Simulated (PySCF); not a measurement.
SMILES [Cl][Ge]([Cl])([Cl])[SiH2][Si](F)(F)F, B3LYP/def2-SVP optimised geometry.

```
11

Si    -1.30    -1.91     1.81
F     -1.50    -3.46     1.42
F     -0.30    -1.86     3.07
F     -2.73    -1.34     2.30
Si    -0.47    -0.69     0.00
Ge    -1.22    -1.80    -2.00
Cl    -0.96    -0.54    -3.75
Cl    -3.33    -2.28    -1.83
Cl    -0.13    -3.64    -2.34
H     -1.02     0.69     0.00
H      1.02    -0.69     0.00
```

Density from B3LYP/def2-TZVP in PySCF 2.14.0 at that geometry.

Minimum of the electron density along straight lines between bonded atoms, close to the bond critical point (lines longer than 1.1 times the sum of covalent radii, or with two minima, are not listed):

```csv
bond,length / Å,ρ at the minimum / e bohr⁻³,∇²ρ there / e bohr⁻⁵,position (fraction from the first atom)
Si1–F2,1.608,0.138,0.92,0.42
Si1–F3,1.608,0.138,0.92,0.42
Si1–F4,1.607,0.138,0.93,0.42
Si1–Si5,2.338,0.098,[?],0.63
Si5–Ge6,2.403,[?],[?],0.42
Ge6–Cl7,2.170,0.103,0.14,0.44
Ge6–Cl8,2.170,0.103,0.14,0.43
Ge6–Cl9,2.166,0.104,0.14,0.44
Si5–H10,1.487,0.121,0.14,0.49
Si5–H11,1.488,0.121,0.14,0.49
```

**Question.** Complete the blanks.

**Answer.** 
- Si1–Si5, ∇²ρ there / e bohr⁻⁵: -0.17
- Si5–Ge6, ρ at the minimum / e bohr⁻³: 0.087
- Si5–Ge6, ∇²ρ there / e bohr⁻⁵: -0.15
